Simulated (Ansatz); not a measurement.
Isolated molecules relaxed with PBE0-D4/def2-TZVP in Ansatz; ΔE leaves out vibrations. CBS: MP2 limit from def2 TZ/QZ plus the TZ coupled-cluster correction, frozen cores. This one scheme is used for every species, atoms too. Functionals use def2-TZVPP. Open shells (•) are unrestricted, without spin–orbit coupling. Spin–orbit coupling would lower the free atoms: a little for C, F, Si; strongly for In. Elements past krypton have def2 core potentials. Bonds to In are less sure, by a few kJ/mol each and by 10 to 20 or more in all where they break to atoms, as the def2 sets lack core-valence functions.

Consider the atomization: `F[CH]1[SiH2][InH]1` → C• + F• + 4 H• + In• + Si•.

```csv
species,r2SCAN-D4 energy (Eh)
`F[CH]1[SiH2][InH]1`,-619.94330
C•,-37.83292
F•,-99.72763
H•,-0.49993
In•,-190.18147
Si•,-289.34127
```

(1) Work out ΔE.

Largest T1 diagnostic among the species: 0.016.

Results:

(1) ΔE = 4 × (-0.49993) + (-37.83292) + (-99.72763) + (-190.18147) + (-289.34127) − (-619.94330) = 0.86029 Eh = +539.8 kcal/mol. CCSD(T)/CBS gives +537.6 kcal/mol.

From r2SCAN to r2SCAN0 (25 % exact exchange), in def2-TZVPP and without D4, ΔE moves by −12.2 kcal/mol: exact exchange takes away binding that semilocal exchange gives to molecules. The D4 term adds +6.5 kcal/mol with B3LYP and +3.3 kcal/mol with PBE0; it sums over pairs of atoms, weighted by their polarisabilities, and B3LYP, whose exchange is more repulsive, gets the larger term.

B3LYP here is the variant with VWN-RPA as its local correlation; programs differ in this.

For atomizations the MP2-based limit and the directly extrapolated one differ by several kJ/mol either way, and by 10 to 25 for some Ge, Se and Sn compounds, so smaller differences from it don't rank the levels.
